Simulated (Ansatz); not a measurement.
Single points on B4P5⁻.

```yaml
crystal:
  periodic: [false, false, false]
  atoms:
    - {symbol: B, position_ang: [0.267008, -0.283854, -1.039392]}
    - {symbol: B, position_ang: [0.896200, -1.702502, -0.806783]}
    - {symbol: B, position_ang: [0.357272, -1.038727, 0.676001]}
    - {symbol: B, position_ang: [-1.260869, 1.063250, 0.327848]}
    - {symbol: P, position_ang: [1.107429, -2.736457, 0.655925]}
    - {symbol: P, position_ang: [-1.407695, 0.654258, -1.535248]}
    - {symbol: P, position_ang: [-0.579763, 0.143521, 1.867287]}
    - {symbol: P, position_ang: [0.009027, 2.262242, 1.018243]}
    - {symbol: P, position_ang: [0.611401, 1.638261, -1.163881]}
basis:
  gaussian: {orbitals: def2-TZVPD, initial_orbitals: start.molden}
total_charge: -1
hamiltonian: {xc: pbe0, dispersion: d4}
scf: {omitted_lower_state_checks: [starts]}
output: {orbitals: {seedname: orbitals}}
```

The file start.molden holds the orbitals of an earlier run on this structure, at another level or in another basis.

```sh
$ ansatz run in.yaml --threads 4 --pin off --events-out ev --progress --plain --max-ram 4787MiB
```

Output, abridged:

```
Functional definition: PBE0
2120 factors; their error is unknown
mean field evaluation 1: about -48950.6404 eV, gradient 4.1e2 eV
mean field evaluation 2: about -49024.4088 eV, gradient 9.5e1 eV
mean field evaluation 4: about -49121.4208 eV, gradient 2.5e1 eV
mean field evaluation 8: about -49132.1233 eV, gradient 2.7e-1 eV
mean field -49132.12344280 eV, -1805.5722335735 hartree, gradient 2.1e-5 eV, S^2 0.000000; 0 other end points of the search recorded, 0 dependent functions left out
reference -49132.12348031 eV, -1805.5722349521 hartree; 48, 48 occupied and 315, 315 virtual orbitals, 2120 factors
Total energy: -49132.76055125 eV, -1805.5956468773 hartree
Checks for a lower state left out: starts
```

It took 22 s on 4 threads of Arm Neoverse V1 on a shared host, peak host memory 1.7 GiB.

Geometry: B3LYP-D4/def2-SVPD.

The structure comes from a short search, and lower isomers may exist.
